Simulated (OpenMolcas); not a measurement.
A run on Cr3+ among 5 point charges of -2.5 e arranged as a square pyramid (C4v), 2.12 Å from the ion, with the axial distance 1.972 Å.

```json
{
 "Program": "OpenMolcas 26.06",
 "Method": "SS-CASPT2, IPEA 0.25 Eh, imaginary shift 0.1 Eh (closed shells correlated: 3s 3p)",
 "Basis": "ANO-RCC-VDZP [5s4p2d1f]",
 "Scalar Hamiltonian": "DKH2, point nucleus",
 "Active space": "3 electrons in 5 orbitals (3d)",
 "State averaging": "2S+1 = 4 even, 10 roots; 2S+1 = 2 even, 40 roots",
 "Spin-orbit coupling": "RASSI with atomic mean-field integrals over the reference wave functions"
}
```

First CASPT2 step and the start of its output:

```
&CASPT2
Multistate=10 1 2 3 4 5 6 7 8 9 10
NoMult
Frozen=5
IPEA=0.25
Imaginary=0.1
MaxIter=60
WThr=0.0 0.3 0.05
PrWF=0.5
NoMix
```

```
--- CASPT2 ---
Orbital specifications:
      -----------------------

      Symmetry species                           1
                                                 a
      Frozen orbitals                            5
      Inactive orbitals                          4
      Active orbitals                            5
      Secondary orbitals                        20
      Deleted orbitals                           0
      Number of basis functions                 34
Type of calculation                        SS-CASPT2
      Fock operator                              state-specific
      IPEA shift                                 0.25
      Real shift                                 0.00
      Imaginary shift                            0.10
      The input orbitals will be transformed to quasi-canonical
Reference energy:       -1057.3202954541
      E2 (Non-variational):      -0.2687822780
      Shift correction:          -0.0003294741
      E2 (Variational):          -0.2691117521
      Total energy:           -1057.5894072062
      Residual norm:              0.0000002560
      Reference weight:           0.94875
      Contributions to the CASPT2 correlation energy
      Active & Virtual Only:         -0.0225062435
      One Inactive Excited:          -0.1136589823
      Two Inactive Excited:          -0.1326170522
Reference energy:       -1057.3202954541
      E2 (Non-variational):      -0.2687822866
      Shift correction:          -0.0003294741
      E2 (Variational):          -0.2691117606
      Total energy:           -1057.5894072148
      Residual norm:              0.0000002560
      Reference weight:           0.94875
      Contributions to the CASPT2 correlation energy
      Active & Virtual Only:         -0.0225062489
...
```

Over all roots the printed reference weights run from 0.00 to 0.96, and roots that are degenerate in the reference spread by up to 810000 cm-1.

Did the run give usable levels, and if not, why?

No. The equations converged, but the reference weight falls to 0.00 for at least one root against 0.96 for the best. A drop of that size marks an intruder state, so the energies of such roots and the levels built on them can't be trusted.
